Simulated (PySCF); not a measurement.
C2H3 (SMILES [CH]=C), doublet, geometry from GFN2-xTB, with bond 4-2 at 1.25 times its length; B3LYP/cc-pVDZ (PySCF).

Input for PySCF:
```python
from pyscf import gto, scf, dft

mol = gto.Mole()
mol.atom = '''
    C     0.668013   -0.251064    0.020416
    C    -0.563309    0.124145   -0.015798
    H     1.642849    0.177137    0.037343
    H    -0.971612    1.429212   -0.046924
    H    -1.381118   -0.583818   -0.024351
'''
mol.basis = 'cc-pvdz'
mol.charge = 0
mol.spin = 1
mol.verbose = 4
mol.build()

mf = dft.UKS(mol)
mf.xc = 'b3lyp'
mf.kernel()
mo_i, mo_e, stable_i, stable_e = mf.stability(internal=True, external=False, return_status=True, nroots=6, tol=1e-6)
print('internally stable:', stable_i, ' externally stable:', stable_e)
if not stable_i:
    umf = mf.copy()
    umf.scf_summary = {}
    umf.kernel(umf.make_rdm1(mo_i, mf.mo_occ))
mf.analyze()
```

The log (banner, timings and long lists left out):

```
PySCF version 2.14.0

[INPUT] verbose = 4
[INPUT] num. atoms = 5
[INPUT] num. electrons = 15
[INPUT] charge = 0
[INPUT] spin (= nelec alpha-beta = 2S) = 1
[INPUT] symmetry False subgroup None
[INPUT] Mole.unit = angstrom
[INPUT] Symbol           X                Y                Z      unit          X                Y                Z       unit  Magmom
[...]
nuclear repulsion = 27.9609500101818
number of shells = 19
number of NR pGTOs = 73
number of NR cGTOs = 43
basis = cc-pvdz
ecp = {}

******** <class 'pyscf.dft.uks.UKS'> ********
method = UKS
initial guess = minao
damping factor = 0
level_shift factor = 0
DIIS = <class 'pyscf.scf.diis.CDIIS'>
diis_start_cycle = 1
diis_space = 8
diis_damp = 0
SCF conv_tol = 1e-09
SCF conv_tol_grad = None
SCF max_cycles = 50
direct_scf = True
direct_scf_tol = 1e-13
number electrons alpha = 8  beta = 7
XC library pyscf.dft.libxc version 7.1.2
    S. Lehtola, C. Steigemann, M. J. T. Oliveira, and M. A. L. Marques,  SoftwareX 7, 1–5 (2018)
XC functionals = b3lyp
    P. J. Stephens, F. J. Devlin, C. F. Chabalowski, and M. J. Frisch,  J. Phys. Chem. 98, 11623 (1994)
radial grids:
    Treutler-Ahlrichs [JCP 102, 346 (1995); DOI:10.1063/1.469408] (M4) radial grids

becke partition: Becke, JCP 88, 2547 (1988); DOI:10.1063/1.454033
pruning grids: <function nwchem_prune>
grids dens level: 3
symmetrized grids: False
atomic radii adjust function: <function treutler_atomic_radii_adjust>
small_rho_cutoff = 0
Set gradient conv threshold to 3.16228e-05
tot grids = 57664
init E= -77.8856091594312

cycle= 1 E= -77.8580461240071  delta_E= 0.0276  |g|= 0.174  |ddm|= 1.45
cycle= 2 E= -77.8582198867621  delta_E= -0.000174  |g|= 0.187  |ddm|= 0.339
cycle= 3 E= -77.8804323760157  delta_E= -0.0222  |g|= 0.013  |ddm|= 0.205
cycle= 4 E= -77.8806782143884  delta_E= -0.000246  |g|= 0.0108  |ddm|= 0.0267
cycle= 5 E= -77.880753400528  delta_E= -7.52e-05  |g|= 0.00635  |ddm|= 0.0144
cycle= 6 E= -77.8807972480406  delta_E= -4.38e-05  |g|= 0.00171  |ddm|= 0.00846
cycle= 7 E= -77.8808113120467  delta_E= -1.41e-05  |g|= 0.000537  |ddm|= 0.00773
cycle= 8 E= -77.8808129353846  delta_E= -1.62e-06  |g|= 5.93e-05  |ddm|= 0.00343
cycle= 9 E= -77.8808129446556  delta_E= -9.27e-09  |g|= 1.1e-05  |ddm|= 0.000247
cycle= 10 E= -77.8808129448359  delta_E= -1.8e-10  |g|= 3.14e-06  |ddm|= 2.26e-05
Extra cycle  E= -77.8808129448496  delta_E= -1.37e-11  |g|= 1.67e-06  |ddm|= 5.9e-06
converged SCF energy = -77.8808129448496  <S^2> = 0.76341557  2S+1 = 2.0133709
[...]
<class 'pyscf.dft.uks.UKS'> wavefunction is stable in the internal stability analysis
internally stable: True  externally stable: None
Total Energy =                         -77.880812944849595
[...]
[...]
To work with the spin densities directly, `use mulliken_meta_spin()` only printing them here.

 ** Mulliken spin pop alpha/beta on meta-lowdin orthogonal AOs **
 ** Mulliken Spin Density (per AO)  **
spin_pop of  0 C 1s       -0.00001
spin_pop of  0 C 2s        0.11238
spin_pop of  0 C 3s        0.00242
spin_pop of  0 C 2px       0.01470
spin_pop of  0 C 2py       0.73508
spin_pop of  0 C 2pz       0.08373
spin_pop of  0 C 3px       0.00019
spin_pop of  0 C 3py       0.00258
spin_pop of  0 C 3pz       0.00004
spin_pop of  0 C 3dxy     -0.00028
spin_pop of  0 C 3dyz     -0.00024
spin_pop of  0 C 3dz^2     0.00039
spin_pop of  0 C 3dxz     -0.00007
spin_pop of  0 C 3dx2-y2   -0.00072
spin_pop of  1 C 1s        0.00000
spin_pop of  1 C 2s       -0.02009
spin_pop of  1 C 3s        0.00045
spin_pop of  1 C 2px      -0.01470
spin_pop of  1 C 2py      -0.05596
spin_pop of  1 C 2pz      -0.08302
spin_pop of  1 C 3px       0.00046
spin_pop of  1 C 3py       0.00054
spin_pop of  1 C 3pz      -0.00025
spin_pop of  1 C 3dxy      0.00022
spin_pop of  1 C 3dyz      0.00002
spin_pop of  1 C 3dz^2     0.00011
spin_pop of  1 C 3dxz      0.00003
spin_pop of  1 C 3dx2-y2    0.00028
spin_pop of  2 H 1s       -0.00203
spin_pop of  2 H 2s        0.00058
spin_pop of  2 H 2px       0.00016
spin_pop of  2 H 2py       0.00008
spin_pop of  2 H 2pz       0.00002
spin_pop of  3 H 1s        0.18472
spin_pop of  3 H 2s        0.00202
spin_pop of  3 H 2px      -0.00003
spin_pop of  3 H 2py      -0.00007
spin_pop of  3 H 2pz      -0.00002
spin_pop of  4 H 1s        0.03591
spin_pop of  4 H 2s        0.00031
spin_pop of  4 H 2px      -0.00002
spin_pop of  4 H 2py       0.00010
spin_pop of  4 H 2pz      -0.00003
 ** Mulliken Spin Density (per atom)  **
spin density of  0 C =      0.95019
spin density of  1 C =     -0.17190
spin density of  2 H =     -0.00119
spin density of  3 H =      0.18661
spin density of  4 H =      0.03628
 ** Mulliken pop alpha/beta on meta-lowdin orthogonal AOs **
 ** Mulliken pop       alpha | beta **
In total             8.00000 | 7.00000
 ** Mulliken atomic charges   ( Nelec_alpha | Nelec_beta ) **
charge of  0C =     -0.13288  (     3.54154      2.59134 )
charge of  1C =     -0.19725  (     3.01268      3.18457 )
charge of  2H =      0.13437  (     0.43222      0.43341 )
charge of  3H =      0.06679  (     0.55991      0.37330 )
charge of  4H =      0.12897  (     0.45366      0.41737 )
Dipole moment(X, Y, Z, Debye): -0.00108,  0.40784, -0.00663
```
